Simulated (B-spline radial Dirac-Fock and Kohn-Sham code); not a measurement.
# Compton profile of Hg⁺

System: mercury as Hg⁺, [Xe] 4f14 5d9 6s2 (not the ground configuration).

Model: the impulse approximation on Dirac-Fock densities. Program: a B-spline atomic structure program. pz is in atomic units of momentum; subshell profiles are per electron, for a selection of subshells; open shells are spread over both j values by their weights.

```
  pz   J total   J 3p1/2   J 3d5/2   J 6s1/2
   0     9.987    0.0418    0.0300      1.08
 0.1     9.876    0.0418    0.0300      1.03
0.14     9.774    0.0418    0.0300     0.977
0.21     9.537    0.0418    0.0300     0.864
 0.3     9.162    0.0418    0.0300     0.688
0.43     8.607    0.0418    0.0300     0.435
0.62     7.972    0.0418    0.0300     0.180
0.88     7.426    0.0418    0.0300    0.0596
 1.3     6.561    0.0418    0.0300    0.0471
 1.8     5.314    0.0418    0.0300    0.0286
 2.6     3.857    0.0416    0.0300   0.00587
 3.8     2.947    0.0407    0.0299   0.00327
 5.4     2.196    0.0382    0.0296   0.00139
 7.8     1.313    0.0309    0.0282  0.000330
  11    0.7456    0.0186    0.0237  0.000226
  16    0.3817   0.00556    0.0139  3.61e-05
  23    0.1769   0.00162   0.00486  2.58e-05
  33   0.07301   0.00142  0.000915  5.76e-06
  48   0.02624  0.000641  8.92e-05    < 1e-6
  69  0.009266  0.000155  5.99e-06    < 1e-6
 100  0.002944  2.59e-05    < 1e-6    < 1e-6
```

J(0) = 9.987. The 6s1/2 subshell gives the largest part, 22 %.

Mean momentum ⟨p⟩ by subshell (a.u.): 1s1/2 87.0, 2s1/2 31.0, 2p1/2 40.7, 2p3/2 35.1, 3s1/2 15.6, 3p1/2 18.6, 3p3/2 16.9, 3d3/2 20.4, 3d5/2 19.8, 4s1/2 8.11, 4p1/2 9.12, 4p3/2 8.40, 4d3/2 9.31, 4d5/2 9.07, 4f5/2 9.43, 4f7/2 9.31, 5s1/2 3.48, 5p1/2 3.66, 5p3/2 3.32, 5d3/2 2.97, 5d5/2 2.85, 6s1/2 1.04.

Values without a named source are computed, but for edge energies of neutral atoms, which are taken from tables.
